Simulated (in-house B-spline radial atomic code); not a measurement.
Tc IV (Tc3+) is squeezed into an impenetrable sphere of radius R (the orbitals vanish at R). No spin polarisation. Level of theory: scalar-relativistic (X2C) PBE, spherical fractional occupations, Fermi nucleus of rms radius 4.41117 fm; calculated with a B-spline radial code for spherical atoms.

Energies in eV above the free ion in [Kr] 4d4:

```
R (bohr)  highest level (eV)   [Kr] 4d4  [Ar] 3d9 4s2 4p6 4d4 4f1  [Ar] 3d10 4s2 4p5 4d5
    8.28               -35.2   2.83e-05                     284.4                  40.43
    6.97               -35.1  0.0004193                     284.7                  40.43
    5.15               -35.1    0.04697                     286.3                  40.48
    4.06               -34.5       0.68                     289.8                  41.16
     3.8               -34.1      1.266                     291.4                   41.8
    3.14               -31.5      6.192                     300.3                  47.27
    2.66               -25.9      20.84                     319.2                  63.31
    2.01              -0.492        127                     434.9                  175.4
    1.77                23.7      262.1                     576.6                  315.1
    1.38                 115      923.1                      1263                    987
```

Q: Does [Ar] 3d9 4s2 4p6 4d4 4f1 fall below [Kr] 4d4 under compression?

A: No, it stays above over the whole range.

Q: Does [Ar] 3d10 4s2 4p5 4d5 fall below [Kr] 4d4 under compression?

A: No, it stays above over the whole range.

The highest level is first positive in the row R = 1.77 bohr, pushed up by confinement above the zero of the free ion's potential. Each configuration is held fixed and needn't be the lowest in the sphere.
